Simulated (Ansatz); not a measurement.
# A geometry optimisation of CH3GeSi+ with B3LYP-D3(BJ)/def2-SVP

The starting geometry of this gas-phase singlet was optimised with GFN2-xTB.

```tsv
atom	x (Å)	y (Å)	z (Å)
C	-1.3431	0.5942	-0.4600
Ge	0.7554	0.1801	-0.4251
Si	-1.4948	1.1734	1.2842
H	-1.8815	-0.3209	-0.7166
H	0.9189	0.6373	1.1618
H	-1.5488	1.3326	-1.2382
```

Question: Predict what becomes of its bonds when it is optimised with B3LYP-D3(BJ)/def2-SVP.

Answer: A new bond forms, giving a structure with H5 bridging Si3 and Ge2, given below by its coordinates. Distances that change by over a tenth: Ge2–H5 (1.66 → 1.88 Å). Contacts that close: Si3–H5 (2.48 → 1.73 Å).

The energy falls by 0.26 eV over 19 steps:

| step | E − E(last) (eV) |
| --- | --- |
| 1 | 0.257 |
| 3 | 0.100 |
| 5 | 0.020 |
| 7 | 0.010 |
| 9 | 0.010 |
| 11 | 0.010 |
| 13 | 0.008 |
| 15 | 0.001 |
| 17 | 0.000 |
| 19 | 0.000 |

Final geometry (Å):

```csv
atom,x (Å),y (Å),z (Å)
C,-1.1946,0.7227,-0.5376
Ge,0.7179,0.1873,-0.5625
Si,-1.1647,1.2035,1.2794
H,-1.6496,-0.3069,-0.5216
H,0.4150,0.5005,1.2692
H,-1.7180,1.2896,-1.3207
```

The end wasn't checked by frequencies. Run with Ansatz 0.2.0, 26 s on 2 threads of Arm Neoverse V2 (shared host).
